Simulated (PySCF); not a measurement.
C5H6F3O2 (charge -1).
Numbering: `[O:1]=[C:2]([O-:3])[CH2:4][CH2:5][CH2:6][C:7]([F:8])([F:9])[F:10]` (hydrogens: H11, H12 on C4; H13, H14 on C5; H15, H16 on C6)

Cartesian coordinates in Å at the GFN2-xTB level; atoms count from 1:
```xyz
16
C5H6F3O2 angstrom
O      3.4509    0.3563   -0.3341
C      2.2417    0.4289   -0.5650
O      1.6003    1.3688   -1.0638
C      1.4106   -0.8832   -0.1946
C      0.0909   -0.5993    0.5155
C     -0.8503    0.1563   -0.4240
C     -2.0818    0.6522    0.2698
F     -2.9261    1.3115   -0.5587
F     -2.8389   -0.3479    0.7971
F     -1.8516    1.4902    1.2926
H      2.0508   -1.5021    0.4370
H      1.2204   -1.4258   -1.1260
H     -0.3795   -1.5322    0.8547
H      0.2858    0.0198    1.3952
H     -1.1708   -0.4824   -1.2500
H     -0.2599    0.9977   -0.8258
```

A PySCF run (density fitting, gas phase, GFN2-xTB geometry) gave HOMO -1.67 eV, LUMO 3.78 eV.

Problem. Which of these levels was it?
A. PBE0/pcSseg-1
B. OPBE/6-31G
C. PBE0/ANO-RCC-VDZP

Solution. C. It is PBE0/ANO-RCC-VDZP. All candidates on this geometry:

```
                               level and settings           kind  basis functions  SCF cycles     E (Eh)  HOMO (eV)  LUMO (eV)
                                       OPBE/6-31G            GGA              102          18  -643.7014       0.54       5.63
PBE0/ANO-RCC-VDZP, fitting basis def2-qzvpp-jkfit  global hybrid              170          12  -643.7523      -1.67       3.78
                                    PBE0/pcSseg-1  global hybrid              200          14  -643.4893      -1.50       5.13
```

The nearest other candidate, by the summed differences of HOMO and LUMO, is PBE0/pcSseg-1: its HOMO differs by +0.17 eV and its LUMO by +1.35 eV. Cycle counts include a coarse-grid stage where the run had one. ANO-RCC sets were contracted for a scalar-relativistic Hamiltonian, but ran non-relativistically here. The HOMO energy is positive at OPBE/6-31G; such an orbital is held in place by the finite basis.
